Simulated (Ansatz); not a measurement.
`O[SiH2]SS` + H₂ → `O[SiH3]` + `SS` at 298.15 K and 1 bar (hydrogenolysis of the Si–S bond).

Isolated molecules relaxed with PBE0-D4/def2-TZVP in Ansatz; ΔE leaves out vibrations. CCSD(T)/CBS adds triple-zeta CCSD(T) − MP2 to the extrapolated MP2 energy (def2 sets, frozen cores). This one scheme is used for every species. Each species was taken in one conformer, which may not be the lowest.

```json
{"species": "`O[SiH2]SS`", "CCSD(T)/CBS energy (Eh)": "-1162.28116", "H − E (kJ/mol)": "133.0", "S (J/(mol·K))": "340.2"}
{"species": "H₂", "CCSD(T)/CBS energy (Eh)": "-1.17544", "H − E (kJ/mol)": "35.1", "S (J/(mol·K))": "130.4"}
{"species": "`O[SiH3]`", "CCSD(T)/CBS energy (Eh)": "-366.69042", "H − E (kJ/mol)": "113.6", "S (J/(mol·K))": "257.8"}
{"species": "`SS`", "CCSD(T)/CBS energy (Eh)": "-796.74576", "H − E (kJ/mol)": "60.1", "S (J/(mol·K))": "251.3"}
```

H − E and S are ideal-gas, rigid-rotor, harmonic terms from PBE0-D4/def2-TZVP, for one conformer and one mirror image of each species. The MP2-based limit puts H₂ 0.8 mEh under its directly extrapolated value; such offsets cancel only in part. 1 Eh = 2625.50 kJ/mol, R = 8.31446 J/(mol·K).

By hand: ΔE, ΔH, ΔS and ΔG.

ΔE = (-366.69042) + (-796.74576) − (-1162.28116) − (-1.17544) = 0.02042 Eh = 53.6 kJ/mol. Δ(H − E) = 113.6 + 60.1 − 133.0 − 35.1 = 5.6, so ΔH = 59.2 kJ/mol. ΔS = 257.8 + 251.3 − 340.2 − 130.4 = 38.5 J/(mol·K). ΔG = 59.2 − 298.15 × (38.5)/1000 = 47.7 kJ/mol.

By hand: the equilibrium constant, and the temperature at which ΔG would vanish if ΔH and ΔS stayed fixed.

log₁₀ K = −ΔG/(RT ln 10) = -8.4. ΔG = 0 at ΔH/ΔS = 1538 K.

ΔH outweighs TΔS. A doubt of 5 kJ/mol in ΔE shifts log₁₀ K by 0.9 here. Other conformers and mirror images would add mixing entropy, several J/(mol·K) or more a flexible species. These are equilibria of isolated gas molecules and say nothing of rates. Largest T1 diagnostic: 0.012 (customary marks: 0.02 for closed shells, 0.045 for open ones).
